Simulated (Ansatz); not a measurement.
The cluster Cs₃, relaxed as a doublet with UKS PBE/def2-TZVP in Ansatz, starting from the GFN1-xTB geometry. Force threshold 0.02 eV/Å.

In the def2 sets Cs takes a core potential; there is no spin–orbit coupling. The structure comes from a short search, and lower isomers may exist.

Start:

```xyz
3

Cs    1.805    1.967    1.651
Cs    0.949   -1.758   -0.172
Cs   -2.755   -0.209   -1.479
```

(1) Estimate the energy that the relaxation releases and the steps that it takes.

(2) Does the start keep its bonding and symmetry?

(3) Predict the relaxed structure.

## Answers

(1) 4.7 kcal/mol, in 6 steps; 18 s on 4 threads of Arm Neoverse V2 on a shared host. The force fell under the threshold at step 5, but the optimiser went on. No frequencies were taken in this run, so the end may be a saddle point.

(2) By distances, no bond broke or formed. The bond that changes most is Cs2–Cs3, from 4.22 to 4.94 Å (atoms count from 1). Point group C2v at the start, C2v at the end, both within 0.05 Å.

(3) 
```tsv
atom	x (Å)	y (Å)	z (Å)
Cs1	1.761	2.253	1.735
Cs2	1.221	-2.250	-0.217
Cs3	-2.982	-0.003	-1.517
```
Bond lengths (bridged metal pairs left out): 2 × Cs–Cs 4.94 Å.
